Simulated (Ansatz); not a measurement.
Harmonic frequencies (cm⁻¹) at PBE0-D4/def2-TZVP from Ansatz: 94, 130, 155, 166, 236, 310, 577, 697, 702, 900, 902, 922, 927, 959, 968, 1135, 1145, 1173, 1217, 1453, 1484, 1510, 2192, 2217, 2236, 2313, 2389, 3013, 3081, 3116.

Each molecule was computed in one conformer, which needn't be the lowest.

Q: Which molecule is it?
A. `C[Si](C)(F)[GaH2]`
B. `N[SiH2]B(N)O`
C. `C=C1OC1(C)Cl`
D. `CN([SiH3])P`

A: D.
